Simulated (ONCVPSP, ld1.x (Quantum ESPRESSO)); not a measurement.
Potentials for Be compared

Generated with ld1.x 7.5 (TM, RRKJ, ultrasoft, PAW), atompaw 4.2 or ONCVPSP 4.0.1. The cutoff is in Ry: for ld1.x and atompaw files where the sum of valence levels is converged to 10 mRy in a Bessel basis, for ONCV files where the hardest occupied wave has 1 mHa per electron of residual kinetic energy. The error is the largest all-electron minus pseudo excitation energy over each file’s own four to seven test configurations (ionisations up to +4, promotions, holes and added fractions of an electron), all of which were solved. The labels leave out finer settings (local radius, basis sizes, second energies), which also bear on the numbers. Spin-polarised tests are not counted. The rows are a selection from randomly drawn settings: files with unsolved tests, undetermined cutoffs or missed reference levels are left out.

```csv
potential,cutoff (Ry),largest error (meV),bound ghosts
"TM, PBE, scalar-relativistic, rc 2.20/3.00 (sp), local s, core correction no, reference 2s1 2p1",8,+37,none
"ONCV, LDA (Perdew-Zunger), scalar-relativistic, rc 0.90/0.85 (sp), local smoothed, core correction no, reference 1s2 2s1.5, qcut 14.4/8.6, projectors 2/2",142,+3.8,none
"ONCV, PBE, scalar-relativistic, rc 0.75/0.55 (sp), local smoothed, core correction no, reference 1s2 2s2, qcut 13.2/14.8, projectors 2/3",156,+1116,none
"ONCV, LDA (Perdew-Zunger), scalar-relativistic, rc 0.95/0.95/0.95 (spd), local smoothed, core correction no, reference 1s2 2s1.5, qcut 13.2/7.2/10.6, projectors 2/3/2",128,+3.4,none
"TM, PBE, scalar-relativistic, rc 1.75/4.20/4.05 (spd), local s, core correction yes, reference 2s1 2p1",8,+83,none
```

Problem. Fill in the row for Be: ONCV, PBEsol, scalar-relativistic, rc 0.75/0.60 (sp), local p, core correction no, reference 1s2 2s2, qcut 14.5/15.7, projectors 2/0.

Solution. cutoff 171 Ry, largest error +3.7 meV, bound ghosts: none.

Problem. Fill in the row for Be: RRKJ, PW91, non-relativistic, rc 2.05/4.20/4.30 (spd), local d, core correction yes, reference 2s2 2p0.

Solution. cutoff 12 Ry, largest error -230 meV, bound ghosts: none.
